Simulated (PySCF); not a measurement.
C₄H₉FSi.

```xyz
15

C      2.8793     0.4152     0.0288
C      1.5355     0.1680    -0.5919
C      0.4253    -0.1541     0.0777
F      0.4775    -0.2726     1.4362
Si    -1.2946    -0.4682    -0.6247
C     -2.5243     0.6841     0.1993
H      3.2375     1.4316    -0.2044
H      2.8350     0.3016     1.1204
H      3.6286    -0.2902    -0.3672
H      1.4406     0.2536    -1.6799
H     -1.6729    -1.8890    -0.3655
H     -1.2159    -0.2454    -2.0983
H     -2.2918     1.7347    -0.0351
H     -3.5553     0.4743    -0.1261
H     -2.4746     0.5586     1.2926
```
Charge 0, spin multiplicity 1.

Coordinates come from a ωB97X-D3(BJ)/def2-SVP optimisation. The structure was generated by enumeration; whether it is a known compound was not checked. The values are those of a single conformer.

The numbers are results of PBE0/pcSseg-1 (PySCF), not measurements. Non-relativistic, no solvent.

### Question
Give the absolute GIAO shielding of each atom: isotropic value and principal components (ppm). (Estimate from the structure and the level; the computed values follow.)

### Answer

```json
[
 {"atom": "C1", "σ(iso)": "172.3", "σ11": "152.8", "σ22": "181.7", "σ33": "182.5", "span": "29.7"},
 {"atom": "C2", "σ(iso)": "56.1", "σ11": "-66.2", "σ22": "87.1", "σ33": "147.4", "span": "213.6"},
 {"atom": "C3", "σ(iso)": "12.4", "σ11": "-83.4", "σ22": "50.1", "σ33": "70.5", "span": "153.9"},
 {"atom": "F4", "σ(iso)": "290.8", "σ11": "160.2", "σ22": "269.0", "σ33": "443.3", "span": "283.1"},
 {"atom": "Si5", "σ(iso)": "397.6", "σ11": "365.3", "σ22": "401.0", "σ33": "426.6", "span": "61.3"},
 {"atom": "C6", "σ(iso)": "191.7", "σ11": "186.5", "σ22": "190.9", "σ33": "197.8", "span": "11.3"},
 {"atom": "H7", "σ(iso)": "29.9", "σ11": "25.6", "σ22": "27.4", "σ33": "36.6", "span": "11.0"},
 {"atom": "H8", "σ(iso)": "28.7", "σ11": "24.0", "σ22": "29.6", "σ33": "32.4", "span": "8.4"},
 {"atom": "H9", "σ(iso)": "29.8", "σ11": "25.5", "σ22": "27.3", "σ33": "36.8", "span": "11.2"},
 {"atom": "H10", "σ(iso)": "25.9", "σ11": "23.5", "σ22": "24.3", "σ33": "29.7", "span": "6.2"},
 {"atom": "H11", "σ(iso)": "26.9", "σ11": "23.7", "σ22": "25.2", "σ33": "31.7", "span": "8.0"},
 {"atom": "H12", "σ(iso)": "27.2", "σ11": "23.9", "σ22": "26.3", "σ33": "31.4", "span": "7.5"},
 {"atom": "H13", "σ(iso)": "31.0", "σ11": "26.7", "σ22": "28.5", "σ33": "37.7", "span": "11.0"},
 {"atom": "H14", "σ(iso)": "31.1", "σ11": "26.7", "σ22": "27.6", "σ33": "39.0", "span": "12.3"},
 {"atom": "H15", "σ(iso)": "30.6", "σ11": "25.8", "σ22": "29.0", "σ33": "37.0", "span": "11.2"}
]
```
